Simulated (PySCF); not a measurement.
C8H7N.
Bonds: C1–C2 (double), C2–C3 (double), C3–C4, C4–C5 (aromatic), C5–C6 (aromatic), C6–C7 (aromatic), C7–C8 (aromatic), C8–N9 (aromatic), C4–N9 (aromatic). Hydrogens: H10, H11 on C1; H12 on C3; H13 on C5; H14 on C6; H15 on C7; H16 on C8.

Method: TDDFT B3LYP/def2-SVPD, vertical, gas phase, core orbitals frozen in the response (PySCF). One conformer (not necessarily the lowest) at the PBE0-D3(BJ)/def2-SVP geometry, without solvent, vibrations or thermal averaging. Torsions of this conformer, `[CH2:1]=[C:2]=[CH:3][c:4]1[cH:5][cH:6][cH:7][cH:8][n:9]1`: C2–C3–C4–C5 0°.

Kohn–Sham orbitals with the atoms that hold most of them (Löwdin shares over 4%, at most four atoms; ? is withheld):

```tsv
orbital	ε (eV)	atoms
LUMO+2	-0.22	C1 32%, C2 32%, C3 11%, H12 6%
LUMO+1	-0.96	C6 21%, C5 19%, C8 19%, N9 17%
LUMO	-1.44	?
HOMO	?	C2 19%, C3 16%, C7 14%, C5 12%
HOMO-1	-7.17	?
HOMO-2	-7.80	C1 38%, C2 34%, C3 7%, N9 5%
HOMO-3	-8.04	N9 24%, C6 21%, C5 19%, C8 13%
```

Give the leading atoms of the LUMO.

C2 (bonded to 2 C) 17%; C4 (bonded to 2 C and N) 16%; C7 (bonded to 2 C and H) 14%; N9 (bonded to 2 C) 11%. By element: carbon 46% or more, nitrogen 11%.

Which atoms hold the HOMO-1, and with what shares?

N9 (bonded to 2 C) 56%; C8 (bonded to C, N and H) 10%; C4 (bonded to 2 C and N) 9%; C5 (bonded to 2 C and H) 5%. By element: nitrogen 56%, carbon 24% or more.

What is the HOMO energy, and the HOMO–LUMO gap?

ε(HOMO) = -6.61 eV; the gap is 5.17 eV (0.1899 hartree).

How does S1 compare with the orbital gap of 5.17 eV?

S1 is at 4.53 eV (f = 0.0006), 0.63 eV below the gap, made of HOMO-1→LUMO (99%). Its leading pair isn't HOMO and LUMO; the energies of that pair differ by 5.73 eV. 

Give energy, strength and leading configuration of S1, S3 and S8, and follow the Löwdin shares of the leading atoms from the occupied to the empty orbital.

- S1 (4.53 eV, f 0.0006), HOMO-1→LUMO (99%): N9 56% → 11%, C8 10% → at most 11%, C2 at most 5% → 17%, C4 9% → 16%
- S3 (4.92 eV, f 0.0024), HOMO-1→LUMO+1 (97%): N9 56% → 17%, C8 10% → 19%, C6 at most 5% → 21%, C5 5% → 19%
- S8 (6.11 eV, f 0.0003), HOMO-2→LUMO+1 (97%): C1 38% → at most 18%, C2 34% → at most 18%, C6 at most 5% → 21%, C5 at most 5% → 19%
